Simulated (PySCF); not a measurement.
**Dipole moment and polarisability of `C=C[CH2][GeH2][SiH3]`**

C₃H₁₀GeSi.
Atom-mapped SMILES: `[CH2:1]=[CH:2][CH2:3][GeH2:4][SiH3:5]` (hydrogens: H6, H7 on C1; H8 on C2; H9, H10 on C3; H11, H12 on Ge4; H13, H14, H15 on Si5)

Geometry (PBE0-D3(BJ)/def2-SVP, Å), atoms numbered from 1 in this order:
```
atom  x, y, z in Å
C1     2.2658    1.4509    0.5069
C2     1.2161    1.1485   -0.2620
C3     1.0141   -0.1345   -0.9902
Ge4   -0.3093   -1.2916   -0.0783
Si5   -2.3212   -0.0937    0.3648
H6     3.1014    0.7553    0.6380
H7     2.3274    2.4067    1.0326
H8     0.4070    1.8856   -0.3517
H9     1.9511   -0.7081   -1.0649
H10    0.6404    0.0365   -2.0127
H11   -0.6093   -2.5190   -0.9680
H12    0.3074   -1.7912    1.2448
H13   -3.2777   -0.9369    1.1456
H14   -2.0266    1.1453    1.1485
H15   -2.9754    0.3053   -0.9207
```

Level: CAM-B3LYP/def2-SVPD (PySCF), static field, nuclei fixed, core orbitals frozen in the response. The polarisability tensor in these axes (au):

```
x   118.63   6.91   2.27
y     6.91  99.69   5.63
z     2.27   5.63  87.17
```

Q: Diagonalise the tensor; give its mean and Δα, where Δα² is half the sum of the squared differences of the eigenvalues.

A: Principal values 85.00, 99.15 and 121.34 au; mean 101.83 au = 15.09 Å³ = 16.79 × 10⁻⁴⁰ C²·m²/J; Δα = 31.73 au (31 % of the mean).

Q: What is the dipole moment, and where does it point?

A: (0.19, 0.01, -0.42) D, 0.46 D in size, pointing from the negative to the positive side. Measured along this direction, the outermost atoms are H13 at the negative end and H10 at the positive end.

Q: Directions of the eigenvectors, and the extent of the frame along each?

A: Largest value along (0.94, 0.33, 0.12), where the nuclei span 6.48 Å; middle along (-0.35, 0.87, 0.34), 4.42 Å; least along (0.01, -0.36, 0.93), 3.69 Å. The response follows the extents in order.

Q: What are the principal values of the traceless quadrupole moment, Θ = ½Σq(3rr − r²1), about the centre of nuclear charge?

A: -2.14, 0.85, 1.29 D·Å. The values depend on the origin, since the dipole doesn't vanish. The electronic extent ⟨r²⟩ about the same centre is 1100 bohr², a root-mean-square distance of 2.04 Å for the 74 electrons.

Q: Estimate the molar refractivity from the static electronic polarisability.

A: Lorentz–Lorenz: R = (4π/3)N_A α = 2.5225 cm³/(mol·Å³) × 15.09 Å³ = 38.1 cm³/mol, in the limit of long wavelengths.

Isolated species at its PBE0-D3(BJ)/def2-SVP geometry (one conformer only). The calculation is non-relativistic, for germanium too.
